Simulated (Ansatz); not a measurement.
Born–Oppenheimer molecular dynamics of CH5AlF2OSi (11 atoms, charge 0, multiplicity 1). It goes on from the last frame of an earlier run, with new velocities.

All numbers below come from Ansatz, RKS r2SCAN/STO-3G.

```yaml
ensemble: NVT, Langevin thermostat
time_step: 0.25 fs
steps_asked: 250
set_temperature: 100 K
friction: 1 /fs
seed: 644716
```

Frames 0.25 fs apart, positions in Å, forces in eV/Å.

Velocities at 0.0 fs (Å/ps):

```
C 2.22 1.53 -0.02
Si -0.99 -3.96 2.70
F -1.46 -3.01 -1.26
F -0.31 5.42 -1.74
O 0.35 0.61 -0.23
Al 1.05 0.74 -0.61
H -14.82 -4.65 8.02
H 6.80 2.69 8.18
H 1.06 14.83 -1.02
H 2.12 4.72 -8.36
H 5.77 -0.23 -5.04
```

```xyz
11
Properties=species:S:1:pos:R:3:forces:R:3 time_fs=0.0 energy_less_start_eV=0.000 T=91
C -0.902 -0.475 1.720 0.38 1.08 -0.78
Si 0.257 -0.482 0.211 0.90 0.06 1.75
F 1.895 -0.417 0.587 -1.41 0.11 -0.39
F 0.008 -1.812 -0.640 0.10 -1.35 -0.53
O -0.307 0.704 -0.787 -0.21 0.67 0.42
Al 0.629 1.419 -1.950 0.63 0.26 -1.39
H -1.844 -0.788 1.291 -0.95 0.56 -0.29
H -0.766 -1.234 2.473 0.93 -0.09 0.82
H -0.972 0.570 2.139 -0.17 -1.42 -0.18
H 1.960 0.871 -2.384 0.05 -0.10 0.37
H 0.042 2.506 -2.785 -0.27 0.21 0.20
11
Properties=species:S:1:pos:R:3:forces:R:3 time_fs=0.2 energy_less_start_eV=0.002 T=142
C -0.901 -0.475 1.719 0.25 1.09 -0.67
Si 0.257 -0.482 0.212 0.91 0.13 1.73
F 1.895 -0.418 0.587 -1.40 0.11 -0.39
F 0.007 -1.810 -0.641 0.09 -1.40 -0.55
O -0.307 0.704 -0.786 -0.20 0.67 0.42
Al 0.630 1.420 -1.950 0.63 0.23 -1.35
H -1.848 -0.789 1.294 -0.82 0.60 -0.24
H -0.765 -1.233 2.477 0.92 -0.01 0.73
H -0.972 0.574 2.139 -0.16 -1.54 -0.23
H 1.960 0.873 -2.385 0.06 -0.11 0.37
H 0.044 2.505 -2.785 -0.29 0.24 0.17
11
Properties=species:S:1:pos:R:3:forces:R:3 time_fs=0.5 energy_less_start_eV=0.002 T=117
C -0.901 -0.475 1.719 0.08 1.06 -0.54
Si 0.257 -0.483 0.212 0.92 0.19 1.72
F 1.895 -0.418 0.587 -1.40 0.11 -0.39
F 0.007 -1.809 -0.641 0.09 -1.44 -0.58
O -0.307 0.704 -0.786 -0.17 0.68 0.40
Al 0.630 1.420 -1.950 0.61 0.17 -1.27
H -1.853 -0.791 1.296 -0.64 0.65 -0.17
H -0.764 -1.232 2.482 0.89 0.08 0.62
H -0.972 0.578 2.141 -0.15 -1.66 -0.30
H 1.960 0.875 -2.386 0.09 -0.13 0.36
H 0.045 2.503 -2.784 -0.32 0.29 0.14
11
Properties=species:S:1:pos:R:3:forces:R:3 time_fs=0.8 energy_less_start_eV=0.000 T=95
C -0.900 -0.475 1.719 -0.04 0.99 -0.43
Si 0.257 -0.484 0.213 0.92 0.25 1.71
F 1.895 -0.419 0.587 -1.41 0.10 -0.38
F 0.006 -1.808 -0.642 0.08 -1.48 -0.60
O -0.307 0.704 -0.786 -0.14 0.67 0.39
Al 0.631 1.420 -1.951 0.56 0.14 -1.21
H -1.858 -0.793 1.297 -0.48 0.69 -0.10
H -0.761 -1.232 2.487 0.86 0.17 0.49
H -0.970 0.580 2.143 -0.16 -1.72 -0.34
H 1.960 0.878 -2.385 0.14 -0.14 0.35
H 0.045 2.501 -2.784 -0.33 0.32 0.12
11
Properties=species:S:1:pos:R:3:forces:R:3 time_fs=1.0 energy_less_start_eV=-0.002 T=107
C -0.900 -0.475 1.719 -0.09 0.90 -0.29
Si 0.257 -0.485 0.213 0.91 0.33 1.70
F 1.895 -0.419 0.587 -1.41 0.10 -0.38
F 0.006 -1.808 -0.642 0.07 -1.52 -0.62
O -0.307 0.705 -0.785 -0.13 0.64 0.42
Al 0.631 1.420 -1.951 0.49 0.17 -1.18
H -1.861 -0.795 1.300 -0.40 0.70 -0.07
H -0.757 -1.232 2.493 0.82 0.29 0.35
H -0.970 0.581 2.143 -0.15 -1.76 -0.37
H 1.958 0.881 -2.382 0.20 -0.17 0.33
H 0.044 2.500 -2.785 -0.33 0.32 0.11
11
Properties=species:S:1:pos:R:3:forces:R:3 time_fs=1.2 energy_less_start_eV=-0.005 T=133
C -0.900 -0.476 1.719 -0.14 0.80 -0.21
Si 0.257 -0.487 0.213 0.89 0.40 1.68
F 1.895 -0.420 0.587 -1.40 0.10 -0.38
F 0.005 -1.807 -0.643 0.07 -1.55 -0.64
O -0.306 0.706 -0.785 -0.14 0.59 0.48
Al 0.631 1.420 -1.950 0.46 0.21 -1.18
H -1.864 -0.796 1.302 -0.31 0.71 -0.04
H -0.753 -1.234 2.497 0.78 0.39 0.24
H -0.971 0.581 2.142 -0.14 -1.76 -0.36
H 1.957 0.885 -2.379 0.27 -0.20 0.31
H 0.044 2.498 -2.784 -0.34 0.33 0.10
11
Properties=species:S:1:pos:R:3:forces:R:3 time_fs=1.5 energy_less_start_eV=-0.008 T=110
C -0.899 -0.477 1.720 -0.25 0.73 -0.21
Si 0.257 -0.487 0.214 0.86 0.46 1.64
F 1.895 -0.421 0.587 -1.39 0.09 -0.37
F 0.005 -1.807 -0.643 0.07 -1.57 -0.65
O -0.306 0.707 -0.785 -0.15 0.53 0.54
Al 0.631 1.420 -1.949 0.47 0.21 -1.16
H -1.868 -0.797 1.303 -0.17 0.73 0.02
H -0.749 -1.235 2.498 0.75 0.44 0.19
H -0.970 0.581 2.141 -0.14 -1.77 -0.35
H 1.957 0.889 -2.376 0.31 -0.22 0.30
H 0.044 2.496 -2.782 -0.36 0.37 0.07
11
Properties=species:S:1:pos:R:3:forces:R:3 time_fs=1.8 energy_less_start_eV=-0.010 T=115
C -0.899 -0.477 1.720 -0.37 0.67 -0.21
Si 0.257 -0.488 0.215 0.83 0.53 1.61
F 1.894 -0.421 0.586 -1.37 0.09 -0.37
F 0.005 -1.806 -0.643 0.06 -1.60 -0.67
O -0.306 0.708 -0.785 -0.16 0.47 0.59
Al 0.631 1.419 -1.949 0.50 0.19 -1.14
H -1.873 -0.797 1.304 -0.01 0.76 0.09
H -0.745 -1.235 2.500 0.72 0.47 0.14
H -0.968 0.581 2.143 -0.14 -1.77 -0.36
H 1.959 0.892 -2.372 0.32 -0.23 0.29
H 0.044 2.492 -2.781 -0.39 0.42 0.03
11
Properties=species:S:1:pos:R:3:forces:R:3 time_fs=2.0 energy_less_start_eV=-0.011 T=91
C -0.899 -0.477 1.720 -0.49 0.60 -0.22
Si 0.257 -0.489 0.216 0.80 0.59 1.58
F 1.894 -0.421 0.586 -1.35 0.09 -0.36
F 0.004 -1.806 -0.642 0.06 -1.62 -0.68
O -0.306 0.709 -0.784 -0.16 0.42 0.64
Al 0.631 1.419 -1.948 0.53 0.17 -1.12
H -1.877 -0.797 1.304 0.14 0.80 0.16
H -0.743 -1.235 2.501 0.70 0.47 0.11
H -0.966 0.580 2.146 -0.15 -1.76 -0.38
H 1.960 0.895 -2.369 0.34 -0.24 0.29
H 0.044 2.488 -2.780 -0.42 0.46 -0.01
11
Properties=species:S:1:pos:R:3:forces:R:3 time_fs=2.2 energy_less_start_eV=-0.014 T=71
C -0.898 -0.477 1.720 -0.58 0.64 -0.26
Si 0.258 -0.489 0.216 0.76 0.64 1.57
F 1.893 -0.422 0.586 -1.33 0.09 -0.35
F 0.004 -1.806 -0.642 0.06 -1.63 -0.70
O -0.306 0.710 -0.784 -0.15 0.38 0.67
Al 0.631 1.418 -1.948 0.53 0.16 -1.11
H -1.881 -0.796 1.305 0.25 0.82 0.20
H -0.741 -1.233 2.501 0.69 0.41 0.14
H -0.964 0.579 2.150 -0.15 -1.77 -0.41
H 1.961 0.897 -2.368 0.35 -0.24 0.28
H 0.042 2.485 -2.779 -0.43 0.49 -0.04
11
Properties=species:S:1:pos:R:3:forces:R:3 time_fs=2.5 energy_less_start_eV=-0.016 T=106
C -0.898 -0.477 1.720 -0.67 0.73 -0.34
Si 0.259 -0.490 0.216 0.70 0.66 1.54
F 1.893 -0.422 0.586 -1.31 0.09 -0.35
F 0.004 -1.806 -0.641 0.06 -1.63 -0.70
O -0.307 0.710 -0.784 -0.14 0.35 0.70
Al 0.631 1.418 -1.948 0.52 0.16 -1.09
H -1.885 -0.792 1.305 0.34 0.83 0.24
H -0.740 -1.230 2.500 0.70 0.32 0.21
H -0.962 0.579 2.152 -0.15 -1.77 -0.43
H 1.960 0.897 -2.368 0.37 -0.25 0.28
H 0.040 2.483 -2.778 -0.43 0.51 -0.05
11
Properties=species:S:1:pos:R:3:forces:R:3 time_fs=2.8 energy_less_start_eV=-0.018 T=92
C -0.897 -0.477 1.721 -0.76 0.81 -0.43
Si 0.259 -0.490 0.216 0.67 0.67 1.50
F 1.893 -0.422 0.586 -1.29 0.09 -0.34
F 0.004 -1.806 -0.641 0.06 -1.61 -0.69
O -0.308 0.711 -0.784 -0.12 0.32 0.72
Al 0.631 1.417 -1.948 0.51 0.14 -1.07
H -1.887 -0.788 1.304 0.42 0.83 0.27
H -0.740 -1.228 2.498 0.70 0.22 0.28
H -0.959 0.578 2.154 -0.14 -1.75 -0.43
H 1.960 0.899 -2.367 0.39 -0.26 0.27
H 0.040 2.480 -2.777 -0.45 0.54 -0.08
```

Of the whole run (62 fs, mean temperature of the second half 97 K): A run of 0.062 ps of so small a system gives no equilibrium averages. The friction is so strong that the motion is overdamped, so the time scale means little. Limits of this set-up: minimal basis.

Time of the run: 12 min on 1 CPU thread of a shared host.
